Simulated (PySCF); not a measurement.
# CsSr⁺: frontier orbitals

r²SCAN at R = 4.749 Å; PySCF, scalar-relativistic core potentials, basis sets Cs def2-SVPD with ECP46, Sr def2-SVPD with ECP28. State: ¹Σ⁺ (singlet), closed shell. Only the outer orbitals are listed, counted within each symmetry, core potentials removing the inner ones.

| orbital | occ. | ε (eV) | on Cs (%) | main shells (%) |
| --- | --- | --- | --- | --- |
| 2σ | 2 | -32.14 | 100 | 100 Cs s |
| 1π | 2 | -27.18 | 0 | 100 Sr p |
| 1π | 2 | -27.18 | 0 | 100 Sr p |
| 3σ | 2 | -27.11 | 0 | 100 Sr p |
| 2π | 2 | -18.20 | 100 | 100 Cs p |
| 2π | 2 | -18.20 | 100 | 100 Cs p |
| 4σ | 2 | -18.13 | 100 | 100 Cs p |
| 5σ | 2 | -6.73 | 1 | 94 Sr s |
| 6σ | 0 | -4.77 | 36 | 34 Cs s, 34 Sr p, 18 Sr d |
| 3π | 0 | -4.39 | 14 | 58 Sr d, 28 Sr p, 10 Cs d |
| 3π | 0 | -4.39 | 14 | 58 Sr d, 28 Sr p, 10 Cs d |

Question: Which are the highest filled and the lowest empty level, where do they sit, and how wide is the gap?

Answer: Highest filled 5σ at -6.73 eV (in %: 94 Sr s); lowest empty 6σ at -4.77 eV (in %: 34 Cs s, 34 Sr p, 18 Sr d); the gap at r²SCAN is 1.96 eV.

- bond order (Mayer): 0.05
- ⟨S²⟩: 0.000
- charge on Cs (Mulliken, basis-dependent): 0.98
- charge on Cs (Löwdin, basis-dependent): 0.52
- dipole moment (positive dipole points towards Sr; it is taken about the centre of mass and depends on that origin): -2.50 D

Closed-shell solutions of metal pairs were not tested for spin polarisation, which can lower them a little. Spin–orbit coupling is left out.
